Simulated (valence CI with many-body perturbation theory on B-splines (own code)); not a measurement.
Se¹⁸⁺: electric-dipole lines

Level of theory: valence CI with perturbative core correlation (CI+MBPT): six valence electrons over a frozen Dirac-Fock core [Ne], radial functions for each j: 9 s, 9 p, 8 d, 6 f, 3 g, 1 h, with the one-electron correlation potential Σ1, the two-electron term Σ2, the three-electron term Σ3, Breit, model QED; selected CI, second order for the rest, scaled by the run's own slope (own B-spline code, finite nucleus).

No measured levels were compared; by estimate levels of excited configurations hold to 0.05 to 0.15 % of their energy, terms of the ground configuration to about 0.5 %. Among the levels kept, up to 1500 cm⁻¹ of a level comes from second order outside the variational space, and about a tenth of that is noise between levels of different J, which matters for small intervals.

Lines 1 to 50 of 85 in falling wavelength, among levels below 110.76 eV, chosen from the strongest by gf and those to the six lowest levels. Wavelengths and rates use the calculated energies, so an error of 300 cm⁻¹ moves a line at 294.1 Å by 0.088 % and its rate by three times that or more. Electric multipoles are in the length gauge, E1 and E2 with the static RPA response of the core. Weak lines are less certain than strong ones. Lines between different terms over intervals too small for the method are left out, as are lines whose strength nearly cancels. The highest levels of a list are the least certain.

Names give the largest LS component (configuration and term), which can be under half, so a name can repeat, a term be missing and a line seem to break the LS rules; names also repeat where a configuration has a term twice. Letters in brackets count levels of one name in rising energy.

```
λ vac (Å)                 Upper         Lower   A (s⁻¹)  log gf  Branch %
    294.1          3s 3p5 3P°_1  3s2 3p4 1S_0  1.27e+08   -2.31       1.4
    252.0          3s 3p5 3P°_2  3s2 3p4 1D_2  5.23e+08   -1.60       7.2
    232.9          3s 3p5 3P°_1  3s2 3p4 1D_2  2.31e+08   -2.25       2.6
    232.0          3s 3p5 3P°_2  3s2 3p4 3P_1  1.54e+09   -1.21      21.2
    225.4          3s 3p5 1P°_1  3s2 3p4 1S_0  7.38e+08   -1.77       4.4
    218.6      3s2 3p3 3d 5D°_1  3s2 3p4 1S_0  6.94e+05   -4.83       0.0
    215.6          3s 3p5 3P°_1  3s2 3p4 3P_1  1.63e+09   -1.47      18.1
    207.9          3s 3p5 3P°_1  3s2 3p4 3P_0  2.11e+09   -1.39      23.4
    204.6          3s 3p5 3P°_2  3s2 3p4 3P_2  5.20e+09   -0.79      71.6
    202.4          3s 3p5 3P°_0  3s2 3p4 3P_1  7.77e+09   -1.32     100.0
    194.6  3s2 3p3 3d 3D°_1 [a]  3s2 3p4 1S_0  9.71e+06   -3.78       1.7
    191.7          3s 3p5 3P°_1  3s2 3p4 3P_2  4.92e+09   -1.09      54.6
    187.6          3s 3p5 1P°_1  3s2 3p4 1D_2  1.46e+10   -0.64      87.2
    184.0      3s2 3p3 3d 5D°_2  3s2 3p4 1D_2  3.65e+06   -4.03       0.5
    183.8      3s2 3p3 3d 5D°_3  3s2 3p4 1D_2  4.07e+06   -3.84       1.4
    182.9      3s2 3p3 3d 5D°_1  3s2 3p4 1D_2  3.30e+08   -2.30      15.1
    176.3          3s 3p5 1P°_1  3s2 3p4 3P_1  3.28e+08   -2.34       2.0
    174.5  3s2 3p3 3d 3D°_2 [a]  3s2 3p4 1D_2  1.21e+08   -2.56      11.4
    173.1      3s2 3p3 3d 5D°_2  3s2 3p4 3P_1  5.30e+06   -3.92       0.8
    172.7      3s2 3p3 3d 5D°_0  3s2 3p4 3P_1  1.22e+09   -2.26     100.0
    172.1      3s2 3p3 3d 5D°_1  3s2 3p4 3P_1  2.19e+08   -2.54      10.0
    171.1          3s 3p5 1P°_1  3s2 3p4 3P_0  4.56e+07   -3.22       0.3
    170.0  3s2 3p3 3d 3D°_1 [b]  3s2 3p4 1S_0  1.66e+08   -2.67       1.8
    167.1      3s2 3p3 3d 5D°_1  3s2 3p4 3P_0  1.81e+08   -2.64       8.3
    167.0  3s2 3p3 3d 3D°_3 [a]  3s2 3p4 1D_2  2.84e+06   -4.08       4.2
    165.8  3s2 3p3 3d 3D°_1 [a]  3s2 3p4 1D_2  9.44e+06   -3.93       1.7
    164.8  3s2 3p3 3d 3F°_2 [a]  3s2 3p4 1D_2  1.47e+06   -4.52       0.2
    164.7  3s2 3p3 3d 3D°_2 [a]  3s2 3p4 3P_1  6.06e+07   -2.91       5.7
    163.6  3s2 3p3 3d 3P°_1 [a]  3s2 3p4 1S_0  7.73e+07   -3.03       0.4
    162.4  3s2 3p3 3d 3F°_3 [a]  3s2 3p4 1D_2  4.62e+07   -2.89      21.2
    160.0          3s 3p5 1P°_1  3s2 3p4 3P_2  1.02e+09   -1.93       6.1
    157.3      3s2 3p3 3d 5D°_2  3s2 3p4 3P_2  6.93e+08   -1.89      98.7
    157.2      3s2 3p3 3d 5D°_3  3s2 3p4 3P_2  2.79e+08   -2.14      98.6
    157.2      3s2 3p3 3d 3G°_3  3s2 3p4 1D_2  2.15e+08   -2.25      10.4
    156.9  3s2 3p3 3d 3D°_1 [a]  3s2 3p4 3P_1  5.75e+07   -3.20      10.3
    156.5      3s2 3p3 3d 5D°_1  3s2 3p4 3P_2  1.46e+09   -1.79      66.6
    156.0  3s2 3p3 3d 3F°_2 [a]  3s2 3p4 3P_1  3.10e+07   -3.25       4.6
    154.8      3s2 3p3 3d 1S°_0  3s2 3p4 3P_1  8.64e+07   -3.51     100.0
    152.7  3s2 3p3 3d 3D°_1 [a]  3s2 3p4 3P_0  1.20e+07   -3.90       2.2
    150.3  3s2 3p3 3d 3D°_2 [a]  3s2 3p4 3P_2  8.79e+08   -1.83      82.9
    147.6  3s2 3p3 3d 3D°_1 [b]  3s2 3p4 1D_2  2.28e+09   -1.65      24.8
    147.6  3s2 3p3 3d 3P°_1 [b]  3s2 3p4 1S_0  4.11e+08   -2.39       0.2
    147.0      3s2 3p3 3d 1D°_2  3s2 3p4 1D_2  9.40e+08   -1.82      19.9
    145.1      3s2 3p3 3d 3S°_1  3s2 3p4 1S_0  1.11e+09   -1.98       0.7
    144.7  3s2 3p3 3d 3D°_3 [a]  3s2 3p4 3P_2  6.54e+07   -2.84      95.8
    143.8  3s2 3p3 3d 3D°_1 [a]  3s2 3p4 3P_2  4.69e+08   -2.36      84.1
    143.1  3s2 3p3 3d 3F°_2 [a]  3s2 3p4 3P_2  6.35e+08   -2.01      95.1
    142.8  3s2 3p3 3d 3P°_1 [a]  3s2 3p4 1D_2  3.42e+09   -1.50      16.7
    141.3  3s2 3p3 3d 3F°_3 [a]  3s2 3p4 3P_2  1.72e+08   -2.44      78.8
    140.5  3s2 3p3 3d 3D°_1 [b]  3s2 3p4 3P_1  9.15e+07   -3.09       1.0
```

(1) How does gf follow from A for the line at 154.8 Å?

Results:

(1) gf = 1.4992 × (2J+1)_upper × A / σ², with σ = 645951 cm⁻¹ and 2J+1 = 1: gf = 0.000310.
